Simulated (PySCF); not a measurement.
A geometry optimisation on `C#[C][Ga]1[CH2]CC[C@H]1CC`.

Method: PBE0-D3(BJ)/def2-SVP geometry optimisation, gas phase (PySCF 2.14.0). Start geometry: GFN2-xTB. The command runs a driver script over a list of jobs; the input below is this job's line of settings and its coordinates in Å.

Command:
```bash
OMP_NUM_THREADS=1 python probes_run.py task.json out
```

Input:
```
{"job": {"xc": "PBE0", "basis": "def2-SVP", "d3": "d3bj", "grid": 1, "kind": "geom"}, "charge": 0, "multiplicity": 1}
C      2.502798     3.376714    -0.426630
C      2.013922     2.291950    -0.212961
Ga     1.182734     0.514093     0.103689
C      1.482740    -0.934849     1.533224
C      0.734104    -2.080755     0.838172
C     -0.574769    -1.584779     0.191267
C     -0.287379    -0.546271    -0.903466
C     -1.514741     0.251765    -1.345189
C     -1.934719     1.309098    -0.330986
H      2.936516     4.321985    -0.608787
H      1.006693    -0.697571     2.490793
H      2.519943    -1.207629     1.744074
H      1.367751    -2.503208     0.049495
H      0.502104    -2.883828     1.543408
H     -1.194627    -1.137084     0.974396
H     -1.120044    -2.441188    -0.216297
H      0.105754    -1.082685    -1.778684
H     -1.287228     0.750308    -2.292144
H     -2.352238    -0.432608    -1.524907
H     -2.167702     0.857488     0.632951
H     -1.117995     2.027660    -0.189521
H     -2.814030     1.850779    -0.673530
```

Output:
```
step   0  E = -2236.36782455  max force = 0.040250
step   1  E = -2236.37507135  max force = 0.008818
step   2  E = -2236.37562637  max force = 0.002791
step   3  E = -2236.37576997  max force = 0.001603
step   4  E = -2236.37589417  max force = 0.001711
step   5  E = -2236.37591467  max force = 0.001407
step   6  E = -2236.37592827  max force = 0.000390
optimisation converged
```

Energies in Eh; «max force» is the largest Cartesian gradient component in Eh/bohr.

Problem. Give the first gradient maximum in eV/Å.

Solution. With 1 Eh/bohr = 51.422 eV/Å, 2.070 eV/Å.

Problem. How much energy does the optimisation release, in eV?

Solution. E(step 0) − E(last step) = 0.008104 Eh, which is 0.221 eV.

Summary of the converged run: final energy -2236.37593 Eh after 6 steps; dipole 0.16 D.

Problem. Give the final coordinates.

Solution. 0.138 Å rms from the input after alignment:
```
atom  x, y, z in Å
C1     2.6322    3.1667   -0.6108
C2     2.0987    2.1018   -0.3438
Ga3    1.2271    0.4455    0.0542
C4     1.5316   -0.9128    1.4545
C5     0.6780   -2.0722    0.9171
C6    -0.6005   -1.5542    0.2384
C7    -0.2891   -0.4893   -0.8275
C8    -1.4871    0.3221   -1.3118
C9    -2.0222    1.3208   -0.2950
H10    3.1046    4.1042   -0.8471
H11    1.1131   -0.5250    2.4019
H12    2.5750   -1.1914    1.6611
H13    1.2639   -2.6407    0.1718
H14    0.4168   -2.7941    1.7097
H15   -1.2546   -1.1171    1.0155
H16   -1.1696   -2.3960   -0.1953
H17    0.1610   -1.0082   -1.6974
H18   -1.2060    0.8657   -2.2291
H19   -2.3041   -0.3630   -1.6101
H20   -2.3218    0.8303    0.6450
H21   -1.2599    2.0807   -0.0477
H22   -2.9044    1.8583   -0.6752
```

On one thread of an Arm Neoverse V2, shared host with 32 logical CPUs at a one-minute load of 20, this took 3.2 min and 0.90 GiB of memory at its peak.
Labels such as C1 count atoms from 1, the log's own numbers from 0.
